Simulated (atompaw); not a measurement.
# Logarithmic derivatives: Rb, PAW (atompaw)

atompaw 4.2.0.5 input, output lines left out:

```
Rb 37
LDA-PW scalarrelativistic loggrid 1500 logderivrange -4 5 226
5 5 3 0 0 0
5 0 1
5 1 0
0 0 0
c
c
c
v
v
c
c
v
v
c
2
3.00 2.60 2.45 1.90
n
n
y
0.2
y
0.75
n
custom rrkj gramschmidtortho besselshape
3 0 troulliermartins
2.00
3.00
1.85
3.00
3.00
3.00
```

The phase is arctan(r·u′/u) with u = r·R(r), unwrapped; energies in Ry, scanned from -4 to 5 Ry. A pole is an energy at which the radial function vanishes at the test radius. The pseudo phase is shifted by a multiple of π to meet the all-electron one at the reference energy, and phase errors are pseudo minus all-electron; the curves can meet again beyond the range given. Levels narrower than the energy grid can be missing from the lists of poles.

Task: For each channel, where are the poles, and over which energies does the pseudopotential scatter like the atom?

Result:

```
channel  radius (bohr)  reference energy (Ry)  poles, all-electron      poles, pseudo  unbroken range about the reference energy with phases within 0.05 rad  phase error 1 Ry above the reference energy (rad)
      s           3.02                  -0.17          -2.27, 2.76  -2.27, 3.12, 4.54                                                              below 4.3                                             +0.025
      p           3.02                  -0.06          -0.98, 3.77        -0.98, 3.51                                                              below 4.6                                             -0.009
      d           3.02                   0.20                 1.02               1.02                                                              below 2.7                                             -0.000
```

Phases in the p channel:

```json
{"E (Ry)": "-4.00", "all-electron": "1.391", "pseudo": "1.391"}
{"E (Ry)": "-3.52", "all-electron": "1.376", "pseudo": "1.376"}
{"E (Ry)": "-3.04", "all-electron": "1.355", "pseudo": "1.355"}
{"E (Ry)": "-2.56", "all-electron": "1.324", "pseudo": "1.324"}
{"E (Ry)": "-2.08", "all-electron": "1.267", "pseudo": "1.267"}
{"E (Ry)": "-1.60", "all-electron": "1.077", "pseudo": "1.077"}
{"E (Ry)": "-1.12", "all-electron": "-1.383", "pseudo": "-1.383"}
{"E (Ry)": "-0.64", "all-electron": "-1.727", "pseudo": "-1.727"}
{"E (Ry)": "-0.16", "all-electron": "-1.845", "pseudo": "-1.845"}
{"E (Ry)": "0.32", "all-electron": "-1.990", "pseudo": "-1.991"}
{"E (Ry)": "0.80", "all-electron": "-2.323", "pseudo": "-2.327"}
{"E (Ry)": "1.28", "all-electron": "-3.366", "pseudo": "-3.397"}
{"E (Ry)": "1.76", "all-electron": "-4.220", "pseudo": "-4.242"}
{"E (Ry)": "2.24", "all-electron": "-4.479", "pseudo": "-4.497"}
{"E (Ry)": "2.72", "all-electron": "-4.592", "pseudo": "-4.609"}
{"E (Ry)": "3.20", "all-electron": "-4.658", "pseudo": "-4.678"}
{"E (Ry)": "3.68", "all-electron": "-4.705", "pseudo": "-4.730"}
{"E (Ry)": "4.16", "all-electron": "-4.744", "pseudo": "-4.779"}
{"E (Ry)": "4.64", "all-electron": "-4.781", "pseudo": "-4.834"}
```
